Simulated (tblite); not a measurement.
C₃H₃AlF₃N.
Numbering: `[F:1][Al@H-:2]1[N+:3]#[C:4][CH2:5][C:6]1([F:7])[F:8]` (hydrogens: H9 on Al2; H10, H11 on C5)
Bond orders are those of one Lewis drawing.

Computed with GFN2-xTB (tblite), gas phase: L-BFGS steps from a force-field or distance-geometry start until the largest atomic force falls under 0.01 eV/Å.

Step 6: E = -712.7138 eV
```
atom  x, y, z in Å  |  force x, y, z in eV/Å
F1     -3.1035    1.8334    1.7116   -0.007   0.112   0.024
Al2    -2.3232    1.2271    0.4060   -0.006   0.128   0.193
N3     -0.5273    2.2502    0.2303    0.085  -0.241   0.075
C4      0.0925    1.3219    0.5580   -0.112   0.441  -0.139
C5      0.3578    0.0034    0.9628   -0.029  -0.017   0.019
C6     -1.1813   -0.4493    0.9808    0.096  -0.116   0.087
F7     -1.2795   -1.5399    0.1561    0.102  -0.082  -0.019
F8     -1.4321   -0.9473    2.2310    0.137  -0.122   0.086
H9     -2.8664    1.0565   -0.9620   -0.156   0.073  -0.385
H10     0.8099   -0.0518    1.9544   -0.035  -0.105  -0.009
H11     0.9441   -0.5580    0.2329   -0.074  -0.072   0.069
```

Step 7: E = -712.7264 eV
```
atom  x, y, z in Å  |  force x, y, z in eV/Å
F1     -3.1062    1.8441    1.7197    0.040   0.060  -0.085
Al2    -2.3368    1.2304    0.4052    0.001   0.112   0.108
N3     -0.5260    2.2517    0.2293   -0.020  -0.136   0.042
C4      0.0971    1.3277    0.5578   -0.061   0.239  -0.086
C5      0.3542    0.0062    0.9624    0.011   0.059   0.007
C6     -1.1834   -0.4475    0.9834    0.140  -0.173   0.081
F7     -1.2681   -1.5436    0.1669    0.043  -0.093  -0.167
F8     -1.4170   -0.9612    2.2276    0.061  -0.059   0.221
H9     -2.8726    1.0627   -0.9817   -0.086   0.093  -0.165
H10     0.8090   -0.0605    1.9512   -0.046  -0.054   0.036
H11     0.9408   -0.5639    0.2402   -0.083  -0.048   0.008
```

Step 8: E = -712.7323 eV
```
atom  x, y, z in Å  |  force x, y, z in eV/Å
F1     -3.1073    1.8507    1.7227    0.048   0.048  -0.109
Al2    -2.3418    1.2336    0.4063   -0.010   0.053  -0.014
N3     -0.5277    2.2521    0.2289   -0.088  -0.024   0.004
C4      0.0998    1.3325    0.5568   -0.012   0.041  -0.023
C5      0.3526    0.0086    0.9623    0.031   0.071   0.006
C6     -1.1816   -0.4501    0.9862    0.091  -0.150   0.063
F7     -1.2621   -1.5470    0.1688    0.032  -0.066  -0.162
F8     -1.4088   -0.9686    2.2301    0.053  -0.040   0.205
H9     -2.8773    1.0673   -0.9942   -0.027   0.109   0.004
H10     0.8076   -0.0656    1.9503   -0.042  -0.016   0.046
H11     0.9377   -0.5674    0.2438   -0.075  -0.025  -0.020
```

Step 9: E = -712.7365 eV
```
atom  x, y, z in Å  |  force x, y, z in eV/Å
F1     -3.1075    1.8566    1.7229    0.043   0.048  -0.108
Al2    -2.3443    1.2368    0.4067   -0.011  -0.019  -0.107
N3     -0.5313    2.2521    0.2285   -0.112   0.042  -0.019
C4      0.1015    1.3367    0.5557    0.002  -0.099   0.027
C5      0.3521    0.0114    0.9625    0.026   0.039   0.010
C6     -1.1783   -0.4554    0.9896    0.007  -0.083   0.040
F7     -1.2571   -1.5506    0.1667    0.040  -0.023  -0.084
F8     -1.4019   -0.9746    2.2361    0.071  -0.039   0.111
H9     -2.8815    1.0729   -1.0034    0.017   0.117   0.122
H10     0.8057   -0.0694    1.9507   -0.029   0.019   0.044
H11     0.9337   -0.5703    0.2459   -0.055  -0.001  -0.035
```

**Question.** Estimate the geometry and energy of step 10. (The exact step hangs on the optimiser's Hessian estimate; all steps are aligned on step 9, rigid shifts and turns removed.)

**Answer.** E = -712.7390 eV, largest force 0.185 eV/Å
```
atom  x, y, z in Å  |  force x, y, z in eV/Å
F1     -3.1067    1.8610    1.7209    0.035   0.050  -0.097
Al2    -2.3456    1.2384    0.4053    0.009  -0.062  -0.116
N3     -0.5350    2.2518    0.2284   -0.090   0.035  -0.020
C4      0.1017    1.3387    0.5550   -0.022  -0.127   0.040
C5      0.3523    0.0133    0.9629    0.003  -0.005   0.016
C6     -1.1762   -0.4603    0.9925   -0.043  -0.022   0.022
F7     -1.2534   -1.5532    0.1638    0.047   0.009  -0.007
F8     -1.3965   -0.9788    2.2418    0.085  -0.045   0.020
H9     -2.8838    1.0784   -1.0068    0.028   0.112   0.145
H10     0.8040   -0.0713    1.9517   -0.015   0.039   0.034
H11     0.9303   -0.5719    0.2464   -0.035   0.015  -0.038
```

The energy changes by -0.0026 eV. The first-order estimate −F·Δx gives -0.0035 eV and the mean of the old and new forces, exact on a quadratic surface, -0.0026 eV. The step makes an angle of 54° with the force vector and moves no atom by more than 0.009 Å.

What follows is the cost of the whole relaxation. The run took 0.71 s of wall time on one thread, Arm Neoverse N1 (aarch64) (shared host).
